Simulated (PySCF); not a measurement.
## Deuteron quadrupole couplings in `C=C1C=C1C(C)(C)C`

C₈H₁₂.
SMILES with atom numbers: `[CH2:1]=[C:2]1[CH:3]=[C:4]1[C:5]([CH3:6])([CH3:7])[CH3:8]` (hydrogens: H9, H10 on C1; H11 on C3; H12, H13, H14 on C6; H15, H16, H17 on C7; H18, H19, H20 on C8)

Structure used (GFN2-xTB), in Å, numbered top down from 1:
```
atom  x, y, z in Å
C1     2.894    0.027   -1.327
C2     2.035   -0.323   -0.400
C3     1.679   -0.986    0.838
C4     0.710   -0.352    0.189
C5    -0.704    0.061    0.082
C6    -0.754    1.594    0.044
C7    -1.498   -0.468    1.279
C8    -1.271   -0.506   -1.226
H9     3.930   -0.262   -1.273
H10    2.598    0.617   -2.178
H11    1.993   -1.569    1.670
H12   -0.347    2.011    0.963
H13   -1.782    1.933   -0.064
H14   -0.171    1.972   -0.792
H15   -2.540   -0.165    1.203
H16   -1.455   -1.555    1.315
H17   -1.091   -0.078    2.209
H18   -2.306   -0.196   -1.351
H19   -0.694   -0.149   -2.076
H20   -1.233   -1.594   -1.218
```

Level: PBE0/pcSseg-1 (PySCF, non-relativistic); Q(2H) = 0.00286 b; rigid geometry, the same for H and D, with no vibrational averaging.

Question: Rank these positions by the coupling χzz of a deuteron there, largest first.
A. H10 (vinylic hydrogen)
B. H12 (methyl hydrogen)
C. H11 (vinylic hydrogen)

Answer: C (246 kHz), A (231 kHz), B (210 kHz).

Question: Give the electric field gradient Vzz (the principal value of largest size), its asymmetry and the 2H coupling at each hydrogen.

Answer: 
```tsv
atom	bonded to	bond length (Å)	Vzz (au)	η	χzz (kHz)
H9	C1	1.077	0.3442	0.09	231
H10	C1	1.077	0.3443	0.10	231
H11	C3	1.063	0.3665	0.01	246
H12	C6	1.088	0.3130	0.03	210
H13	C6	1.088	0.3151	0.02	212
H14	C6	1.087	0.3135	0.02	211
H15	C7	1.088	0.3150	0.02	212
H16	C7	1.088	0.3142	0.02	211
H17	C7	1.088	0.3143	0.02	211
H18	C8	1.088	0.3150	0.02	212
H19	C8	1.087	0.3135	0.02	211
H20	C8	1.088	0.3129	0.03	210
```

Question: A static deuteron (I = 1) shows a doublet split by (3/2)χ, (3/4)χ(1 + η) and (3/4)χ(1 − η) with the field along z, y and x of the gradient. What are these for H17?

Answer: With |χ| = 211.2 kHz and η = 0.019: 317, 161 and 155 kHz, to first order and without motion.

Isolated species at its GFN2-xTB geometry, gas phase. GFN2-xTB bond lengths can be off by several hundredths of an ångström, more for odd bonds, and the gradients follow them. With so small a basis the couplings can be 20 % off.

The run behind these numbers computed NMR shieldings as well. The run took 24 s of wall time on an x86-64 server with one thread (shared host).
